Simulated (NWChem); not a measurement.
System: C2H5N3Si; SMILES N[SiH]1N=CC=N1

Here is an NWChem input.

```
start job
memory heap 200 mb stack 900 mb global 1100 mb
geometry units angstroms noautoz
  N      0.607151    -2.063263     0.102983
  Si    -0.371931    -0.664639    -0.040597
  N     -0.123496     0.453333     1.342288
  C      0.156351     1.574552     0.796400
  C      0.231400     1.612095    -0.731791
  N      0.004978     0.517382    -1.349633
  H      1.586879    -1.989990     0.348303
  H      0.427736    -2.874666    -0.475060
  H     -1.780761    -1.090354    -0.193945
  H      0.336939     2.482487     1.384270
  H      0.469103     2.547956    -1.252063
end
basis spherical
  * library def2-tzvp
end
dft
  xc xcamb88 1.00 lyp 0.81 vwn_5 0.19 hfexch 1.00
  cam 0.33 cam_alpha 0.19 cam_beta 0.46
  iterations 150
  semidirect filesize 400000000
  mulliken
end
task dft energy
```

Structure relaxed at the B3LYP/6-31G* (spherical d) level.

What results follow from this input? (CAM-B3LYP/def2-TZVP.) Quantities: energy (Ha); highest occupied level (eV); orbital gap (eV); dipole (D).


```yaml
energy (Ha): -533.00
highest occupied level (eV): -8.87
orbital gap (eV): 7.78
dipole (D): 1.36
```
